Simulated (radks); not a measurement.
Results of a calculation; reference values are marked as such.
Ce34.75+, configuration [Ne] 3s2 3p(1/2: 2, 3/2: 3.25) 3d6 (fractional occupations, a model configuration).

Level of theory: Dirac Kohn-Sham, PBEsol, spin-unpolarised, spherical densities, finite nucleus; open shells fill j = l - 1/2 first; Fermi nuclear charge, rms radius 4.8771 fm (a radial shooting solver on a logarithmic mesh with Libxc functionals).

Energy parts (eV):
| part | energy |
|---|---|
| total | -218115.99 |
| kinetic | 235427.49 |
| electron-nucleus | -491709.70 |
| Hartree | 42262.87 |
| exchange-correlation | -4096.65 |

Orbitals (lengths in bohr, moments of r in powers of bohr; r(max) is where P^2 peaks; r(90%) holds 90 % of the orbital's charge):
| orbital | occ. | eigenvalue (eV) | <1/r> | r(90%) | r(max) |
|---|---|---|---|---|---|
| 1s1/2 | 2 | -41856.18 | 63.33 | 0.0443 | 0.01574 |
| 2s1/2 | 2 | -8028.347 | 15.01 | 0.162 | 0.08903 |
| 2p1/2 | 2 | -7683.539 | 14.98 | 0.144 | 0.06780 |
| 2p3/2 | 4 | -7232.374 | 13.57 | 0.152 | 0.07301 |
| 3s1/2 | 2 | -2790.476 | 5.709 | 0.387 | 0.2476 |
| 3p1/2 | 2 | -2651.344 | 5.636 | 0.378 | 0.2334 |
| 3p3/2 | 3.25 | -2550.932 | 5.282 | 0.392 | 0.2437 |
| 3d3/2 | 4 | -2323.093 | 5.159 | 0.357 | 0.1925 |
| 3d5/2 | 2 | -2300.302 | 5.069 | 0.361 | 0.1953 |

The highest occupied level is 3d5/2 at -2300.3 eV. Summed over all electrons, <r^2> = 1.036 bohr^2, which gives a Langevin (diamagnetic) susceptibility term of -0.82 x 10^-6 cm^3/mol.
